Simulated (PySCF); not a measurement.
A calculated (LDA, PySCF 2.14, x2c-TZVPall, scalar relativity by spin-free X2C-1e) atom or ion has these occupied shells.

```
shell  electrons  orbital energy (eV)  rms radius, mean of both spins (bohr)
 1s α          1              -3122.2                                 0.0993
 1s β          1              -3121.9                                 0.0993
 2s α          1              -309.71                                  0.452
 2s β          1              -309.46                                  0.452
 2p α          3              -243.74                                  0.421
 2p β          3              -243.43                                  0.421
 3s α          1              -37.191                                   1.48
 3s β          1              -36.028                                   1.48
 3p α          3              -22.694                                   1.70
 3p β          2              -21.608                                   1.70
```

**Question.** Name the element and its charge.

**Answer.** Ar⁺ (argon, charge +1), in [Ne] 3s2 3p5, 2P determinant.
